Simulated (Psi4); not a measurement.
Computed with SAPT0/jun-cc-pVDZ, frozen core in Psi4.

Psi4 input:

```
molecule {
0 1
C -0.15351260 -0.00918382 -0.00338593
Cl 1.63725416 0.09795418 0.03612260
H -0.48517800 -0.52093030 0.89492905
H -0.44306882 -0.56663329 -0.88897051
H -0.55549474 0.99879322 -0.03869520
--
0 1
C 1.33630831 -0.87778377 -3.06321934
Al 2.64038961 -1.49097204 -1.72517658
C 4.34250705 -0.53246650 -1.49950316
C 2.24401052 -3.06505528 -0.61518573
H 1.77644294 -0.89446714 -4.07738836
H 0.41263224 -1.47866186 -3.09205703
H 1.04634830 0.17318054 -2.88008384
H 4.47216011 -0.19621234 -0.45444244
H 4.44523410 0.35136035 -2.15015722
H 5.19901713 -1.20013624 -1.70753526
H 2.04259699 -3.95174288 -1.24396238
H 3.05221256 -3.32981056 0.08608330
H 1.32579382 -2.90516299 -0.02032626
units angstrom
symmetry c1
no_reorient
no_com
}
set basis jun-cc-pvdz
set scf_type df
set freeze_core true
energy('sapt0')
```

Part of the output:

```
    SAPT Results
  --------------------------------------------------------------------------------------------------------
    Electrostatics                -31.26206520 [mEh]     -19.61724208 [kcal/mol]     -82.07854087 [kJ/mol]
      Elst10,r                    -31.26206520 [mEh]     -19.61724208 [kcal/mol]     -82.07854087 [kJ/mol]

    Exchange                       52.77727243 [mEh]      33.11823845 [kcal/mol]     138.56670967 [kJ/mol]
      Exch10                       52.77727243 [mEh]      33.11823845 [kcal/mol]     138.56670967 [kJ/mol]
      Exch10(S^2)                  51.52550891 [mEh]      32.33274498 [kcal/mol]     135.28020501 [kJ/mol]

    Induction                     -13.93180310 [mEh]      -8.74233843 [kcal/mol]     -36.57794401 [kJ/mol]
      Ind20,r                     -55.78228769 [mEh]     -35.00391399 [kcal/mol]    -146.45637615 [kJ/mol]
      Exch-Ind20,r                 43.17191102 [mEh]      27.09078316 [kcal/mol]     113.34783676 [kJ/mol]
      delta HF,r (2)               -1.32142643 [mEh]      -0.82920761 [kcal/mol]      -3.46940462 [kJ/mol]

    Dispersion                    -13.18570981 [mEh]      -8.27415782 [kcal/mol]     -34.61907633 [kJ/mol]
      Disp20                      -16.28435439 [mEh]     -10.21858665 [kcal/mol]     -42.75456656 [kJ/mol]
      Exch-Disp20                   3.09864458 [mEh]       1.94442883 [kcal/mol]       8.13549023 [kJ/mol]
      Disp20 (SS)                  -8.14217720 [mEh]      -5.10929333 [kcal/mol]     -21.37728328 [kJ/mol]
      Disp20 (OS)                  -8.14217720 [mEh]      -5.10929333 [kcal/mol]     -21.37728328 [kJ/mol]
      Exch-Disp20 (SS)              1.73186195 [mEh]       1.08675978 [kcal/mol]       4.54700293 [kJ/mol]
      Exch-Disp20 (OS)              1.36678263 [mEh]       0.85766905 [kcal/mol]       3.58848730 [kJ/mol]

  Total HF                          7.58340413 [mEh]       4.75865793 [kcal/mol]      19.91022480 [kJ/mol]
  Total SAPT0                      -5.60230568 [mEh]      -3.51549989 [kcal/mol]     -14.70885154 [kJ/mol]
```
